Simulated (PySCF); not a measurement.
# How methods differ on the ionisation energy of Pd(40+)

Pd(40+) [He] 2s2 2p2 (3P) → Pd(41+) [He] 2s2 2p1 (2P), as a difference of total energies. Computed with PySCF 2.14 in an uncontracted even-tempered set (19 s from 16 bohr⁻², ratio 2.2; 12 p from 21 bohr⁻², ratio 2.2; 6 d from 83 bohr⁻², ratio 2.4; 5 f from 120 bohr⁻², ratio 2.4; 4 g from 190 bohr⁻², ratio 2.4), with the spin-free X2C one-electron Hamiltonian (Gaussian nucleus). Correlated levels: nothing frozen; virtual orbitals above 40 to 60 times the deepest correlated orbital energy dropped. The calculations carry no spin-orbit coupling.

```tsv
method	ionisation energy (eV)
UHF	6159.2
MP2 (all electrons)	6158.7
SCS-MP2 (all electrons)	6158.3
CCSD (all electrons)	6157.9
CCSD(T) (all electrons)	6157.9
```

Spin-orbit coupling is strong in these open shells (close to jj coupling). The scalar numbers leave it out and a first-order estimate fails, so it can dominate the gap to the real levels.

For this ion Breit and QED terms and the two-electron picture change, all absent here, outweigh the differences among the correlated methods.

For comparison: 6242 ± 7 eV (semi-empirical (NIST evaluation); NIST Atomic Spectra Database, ionization energies).
